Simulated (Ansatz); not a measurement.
`CO[SiH2][SnH3]` and `CO[SiH2][SiH2]Cl` differ in one atom or group.

Ansatz, PBE0-D4/def2-TZVP geometries, multiplicity 1. Each molecule was computed in one conformer, which needn't be the lowest.

Elements past krypton have def2 core potentials.

| property | `CO[SiH2][SnH3]` |
| --- | --- |
| size of the dipole moment (ωB97M-V/def2-TZVPP) / D | 1.08 |
| HOMO–LUMO gap (ωB97M-V/def2-TZVPP) / eV | 10.77 |
| LUMO energy (PBE0/def2-TZVPP) / eV | -0.40 |
| size of the dipole moment (B3LYP/def2-TZVPP) / D | 1.09 |
| HOMO energy (PBE/def2-TZVPP) / eV | -6.27 |
| HOMO energy (PBE0/def2-TZVPP) / eV | -7.44 |

Problem. What does the change do to each property? (An estimate is asked.)

Solution. The calculation gave: 
```tsv
property	`CO[SiH2][SiH2]Cl`	shift
size of the dipole moment (ωB97M-V/def2-TZVPP) / D	2.25	1.17
HOMO–LUMO gap (ωB97M-V/def2-TZVPP) / eV	11.09	0.32
LUMO energy (PBE0/def2-TZVPP) / eV	-0.79	-0.39
size of the dipole moment (B3LYP/def2-TZVPP) / D	2.22	1.13
HOMO energy (PBE/def2-TZVPP) / eV	-6.84	-0.57
HOMO energy (PBE0/def2-TZVPP) / eV	-8.04	-0.60
```

With PBE0 the HOMO falls by 0.60 eV and the LUMO falls by 0.39 eV, so the gap widens by about 0.21 eV. PBE moves the HOMO by -0.57 eV and ωB97M-V by -0.61 eV. Dipoles are sizes alone; their direction can turn.

B3LYP here is the variant with VWN-RPA as its local correlation; programs differ in this.
